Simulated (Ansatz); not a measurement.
A nudged elastic band was laid between two geometries of BFH2O + ClH (7 atoms, charge 0, multiplicity 1).

These are results of RKS PBE0-D4/def2-SVP (Ansatz 0.2.0), not measurements.

```
movable images  : 7
climbing image  : yes
spring          : 5.0 eV/Å²
optimiser       : quadratic models (default)
start path      : through a guess of the saddle point
force threshold : 0.05 eV/Å
iteration limit : 60
end points      : relaxed
```

Initial state:

```xyz
7
Properties=species:S:1:pos:R:3
B -0.086 -0.375 -0.166
F 0.091 -0.400 1.166
O 0.956 -0.578 -0.979
H 1.789 -0.712 -0.509
H -1.186 -0.193 -0.612
Cl 0.230 2.793 1.211
H 0.063 1.627 1.732
```

Final state:

```xyz
7
Properties=species:S:1:pos:R:3
B 0.118 0.465 -0.403
F -0.023 -0.118 2.224
O 1.315 -0.061 -0.670
H 1.262 -0.975 -0.970
H -0.933 -0.085 -0.600
Cl 0.096 2.142 0.198
H 0.023 0.795 2.063
```

Task: Which bonds break or form, and what moves?

Result: Bonds broken: B1–F2, Cl6–H7. Bonds formed: B1–Cl6, F2–H7. BFH2O + ClH becomes BClH2O + FH.

Task: Give the energies along the band, and the barrier.

Result: The forces met the threshold. The highest image is number 4 of 0 to 8, 113.7 kJ/mol above the first end and 57.0 kJ/mol above the last; the last end lies 56.7 kJ/mol above the first. The profile has 2 maxima (images 1, 4) with wells between them (image 3): this band takes more than one step, which may be the mechanism or a detour left from its start path. A vibrational analysis at the climbing image gives one clearly imaginary mode, 654i cm⁻¹: a first-order saddle point. The orbitals stay closed-shell, which can raise the energy where a bond breaks towards radicals; this wasn't checked here.

```
image  path coordinate (Å)  energy (kJ/mol)  B1–F2 (Å)  Cl6–H7 (Å)  B1–Cl6 (Å)
    0                 0.00              0.0       1.34        1.29        3.47
    1                 0.93             13.9       1.34        1.29        3.35
    2                 1.85             11.5       1.34        1.29        3.37
    3                 2.77              6.6       1.34        1.30        2.92
    4                 3.70            113.7       1.58        1.61        2.07
    5                 4.01             98.1       1.78        1.85        1.92
    6                 4.32             76.6       2.04        2.02        1.84
    7                 4.64             60.8       2.35        2.17        1.80
    8                 4.95             56.7       2.69        2.30        1.78
```

Task: What is the geometry of the highest image?

Result: 
```xyz
7
Properties=species:S:1:pos:R:3
B 0.100 0.125 0.076
F -0.004 -0.039 1.642
O 1.314 -0.317 -0.314
H 1.318 -0.682 -1.202
H -0.947 -0.151 -0.447
Cl 0.070 2.162 0.454
H 0.007 1.066 1.632
```

The band took 39 iterations and about 8 core-minutes.

Run time: 8 min on 1 thread of Arm Neoverse V2, with other jobs on the host, peak memory 0.16 GiB.
